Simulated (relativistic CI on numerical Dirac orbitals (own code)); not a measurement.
Method of calculation: Dirac-Coulomb-Breit CI, orbitals from a KLI potential per configuration, model QED (radiative potential, 1s self-energy scaled to tabulated hydrogen-like ionisation energies), unscaled Slater integrals (own radial code, finite nucleus).

Configuration list (outside the closed core [Ne]): 3s, 3p, 3d, 4s, 4p, 4d, 4f, 5s, 5p, 5d, 5f, 5g, 6s, 6p, 6d, 7s, 7p. Levels of other configurations are missing.

At this charge energies of transitions that change n are usually good to better than 1 %, and those within a shell (Δn = 0) to a few per cent.

Outline of the computed level scheme of In XXXIX. Lowest level of each configuration: 3s ²S1/2 at 0.00 eV; 3p ²P°1/2 at 87.34 eV; 3d ²D3/2 at 254.45 eV; 4s ²S1/2 at 1200.54 eV; 4p ²P°1/2 at 1236.56 eV; 4d ²D3/2 at 1301.16 eV; 4f ²F°5/2 at 1328.57 eV; 5s ²S1/2 at 1732.53 eV; 5p ²P°1/2 at 1750.64 eV.

Some strong electric-dipole decays among the lowest 15 levels: 4f ²F°7/2 → 3d ²D5/2 (3.4e+13 s⁻¹); 4f ²F°5/2 → 3d ²D3/2 (3.2e+13 s⁻¹); 4d ²D5/2 → 3p ²P°3/2 (1.6e+13 s⁻¹); 4d ²D3/2 → 3p ²P°1/2 (1.3e+13 s⁻¹); 4p ²P°1/2 → 3s ²S1/2 (7.6e+12 s⁻¹); 4p ²P°3/2 → 3s ²S1/2 (6.3e+12 s⁻¹); 4s ²S1/2 → 3p ²P°3/2 (5.7e+12 s⁻¹); 5p ²P°1/2 → 3s ²S1/2 (4.3e+12 s⁻¹).
